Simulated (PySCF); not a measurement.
C$_{5}$H$_{10}$Si, singlet, at a GFN2-xTB geometry; CASCI(2,2)/STO-3G in PySCF.

PySCF was given this input:
```python
from pyscf import gto, scf, mcscf
import numpy

mol = gto.M(
    atom='''
C     1.99706688    1.59606239    1.03885822
C     1.12699151    0.90069530    0.58625197
Si   -0.21993132   -0.17576983   -0.11440651
C    -0.24448813   -1.81388773    0.86055281
C     0.16539640   -0.49475093   -1.95406751
C    -1.87945393    0.74336255    0.07469491
H     2.75883053    2.20486639    1.43512158
H    -0.43598497   -1.64042591    1.91529779
H    -1.01608716   -2.48403813    0.49181457
H     0.70651628   -2.33218617    0.78178520
H    -0.59265727   -1.12130812   -2.41581986
H     0.20893201    0.43511891   -2.51325777
H     1.12242208   -0.99367106   -2.07418229
H    -2.09496864    0.95439073    1.11789552
H    -1.86595746    1.69142044   -0.45469255
H    -2.70508330    0.15772101   -0.32001340
''',
    basis='sto-3g',
    verbose=4,
)

mf = scf.RHF(mol)
mf.kernel()
mc = mcscf.CASCI(mf, 2, 2)
mc.fix_spin_(ss=0.0)
mc.kernel()
occ = numpy.linalg.eigvalsh(mc.fcisolver.make_rdm1(mc.ci, mc.ncas, mc.nelecas))[::-1]
ss = mc.fcisolver.spin_square(mc.ci, mc.ncas, mc.nelecas)[0]
print('natural occupations', occ.round(4), ' <S^2>', round(ss, 4))
```

Problem. What does PySCF print? Leave out banner, timings and long lists.

Solution. 
```
PySCF version 2.14.0

[INPUT] verbose = 4
[INPUT] num. atoms = 16
[INPUT] num. electrons = 54
[INPUT] charge = 0
[INPUT] spin (= nelec alpha-beta = 2S) = 0
[INPUT] symmetry False subgroup None
[INPUT] Mole.unit = angstrom
[INPUT] Symbol           X                Y                Z      unit          X                Y                Z       unit  Magmom
[INPUT]  1 C      1.997066880000   1.596062390000   1.038858220000 AA    3.773909455640   3.016120794819   1.963157518053 Bohr   0.0
[INPUT]  2 C      1.126991510000   0.900695300000   0.586251970000 AA    2.129705298610   1.702067438683   1.107855663287 Bohr   0.0
[INPUT]  3 Si    -0.219931320000  -0.175769830000  -0.114406510000 AA   -0.415609961014  -0.332156839661  -0.216196970767 Bohr   0.0
[INPUT]  4 C     -0.244488130000  -1.813887730000   0.860552810000 AA   -0.462015606407  -3.427751030409   1.626209126625 Bohr   0.0
[INPUT]  5 C      0.165396400000  -0.494750930000  -1.954067510000 AA    0.312553897989  -0.934943757574  -3.692652422811 Bohr   0.0
[INPUT]  6 C     -1.879453930000   0.743362550000   0.074694910000 AA   -3.551653191437   1.404751630758   0.141152922799 Bohr   0.0
[INPUT]  7 H      2.758830530000   2.204866390000   1.435121580000 AA    5.213434125789   4.166593618358   2.711986741653 Bohr   0.0
[INPUT]  8 H     -0.435984970000  -1.640425910000   1.915297790000 AA   -0.823892187727  -3.099955697540   3.619388270085 Bohr   0.0
[INPUT]  9 H     -1.016087160000  -2.484038130000   0.491814570000 AA   -1.920126451087  -4.694151748677   0.929394841371 Bohr   0.0
[INPUT] 10 H      0.706516280000  -2.332186170000   0.781785200000 AA    1.335122271747  -4.407193132798   1.477359916238 Bohr   0.0
[INPUT] 11 H     -0.592657270000  -1.121308120000  -2.415819860000 AA   -1.119959926032  -2.118965248051  -4.565237901685 Bohr   0.0
[INPUT] 12 H      0.208932010000   0.435118910000  -2.513257770000 AA    0.394824277555   0.822255571519  -4.749368865735 Bohr   0.0
[INPUT] 13 H      1.122422080000  -0.993671060000  -2.074182290000 AA    2.121070327365  -1.877766161306  -3.919636460523 Bohr   0.0
[INPUT] 14 H     -2.094968640000   0.954390730000   1.117895520000 AA   -3.958916969153   1.803537095524   2.112516368678 Bohr   0.0
[INPUT] 15 H     -1.865957460000   1.691420440000  -0.454692550000 AA   -3.526148559489   3.196321393091  -0.859244390380 Bohr   0.0
[INPUT] 16 H     -2.705083300000   0.157721010000  -0.320013400000 AA   -5.111866581135   0.298049512990  -0.604737682191 Bohr   0.0

nuclear repulsion = 274.026987964061
number of shells = 30
number of NR pGTOs = 132
number of NR cGTOs = 44
basis = sto-3g
ecp = {}

******** <class 'pyscf.scf.hf.RHF'> ********
method = RHF
initial guess = minao
damping factor = 0
level_shift factor = 0
DIIS = <class 'pyscf.scf.diis.CDIIS'>
diis_start_cycle = 1
diis_space = 8
diis_damp = 0
SCF conv_tol = 1e-09
SCF conv_tol_grad = None
SCF max_cycles = 50
direct_scf = True
direct_scf_tol = 1e-13
Set gradient conv threshold to 3.16228e-05
Initial guess from minao.
init E= -478.938437666006
  HOMO = -0.263594884036233  LUMO = 0.194734149409863  gap/eV = 12.47177
cycle= 1 E= -478.405255126852  delta_E= 0.533  |g|=  0.3  |ddm|= 4.69
  HOMO = -0.291620698571359  LUMO = 0.404199326489128  gap/eV = 18.93423
cycle= 2 E= -478.44053623318  delta_E= -0.0353  |g|= 0.117  |ddm|= 0.601
  HOMO = -0.313019986214438  LUMO = 0.386112078344764  gap/eV = 19.02435
cycle= 3 E= -478.443551774755  delta_E= -0.00302  |g|= 0.0717  |ddm|= 0.202
  HOMO = -0.317127650440579  LUMO = 0.384165875778337  gap/eV = 19.08317
cycle= 4 E= -478.445040130318  delta_E= -0.00149  |g|= 0.00669  |ddm|= 0.085
  HOMO = -0.315758820351415  LUMO = 0.385554632938108  gap/eV = 19.08371
cycle= 5 E= -478.445054179832  delta_E= -1.4e-05  |g|= 0.000861  |ddm|= 0.0108
  HOMO = -0.315292603828509  LUMO = 0.38596461293753  gap/eV = 19.08218
cycle= 6 E= -478.445054481901  delta_E= -3.02e-07  |g|= 0.000266  |ddm|= 0.00164
  HOMO = -0.315358795558623  LUMO = 0.385900983112725  gap/eV = 19.08225
cycle= 7 E= -478.445054505034  delta_E= -2.31e-08  |g|= 3.36e-05  |ddm|= 0.00051
  HOMO = -0.315360368565596  LUMO = 0.385898465221028  gap/eV = 19.08222
cycle= 8 E= -478.445054505388  delta_E= -3.54e-10  |g|= 3.16e-06  |ddm|= 6.15e-05
  HOMO = -0.315360039989044  LUMO = 0.38589909568469  gap/eV = 19.08223
Extra cycle  E= -478.445054505394  delta_E= -6.03e-12  |g|= 1.07e-06  |ddm|= 5.32e-06
converged SCF energy = -478.445054505394

******** <class 'pyscf.mcscf.casci.CASCI'> ********
CAS (1e+1e, 2o), ncore = 26, nvir = 16
natorb = False
canonicalization = True
sorting_mo_energy = False
******** <class 'pyscf.fci.addons.SpinPenaltyFCISolver'> ********
max. cycles = 200
conv_tol = 1e-08
davidson only = True
linear dependence = 1e-12
level shift = 0.001
max iter space = 12
nroots = 1
pspace_size = 400
spin = None
Density matrix diagonal elements [1.96379067 0.03620933]
CASCI converged
CASCI E = -478.460393513482  E(CI) = -1.09307628676538  S^2 = 0.0000000
natural occupations [1.9638 0.0362]  <S^2> 0.0
```
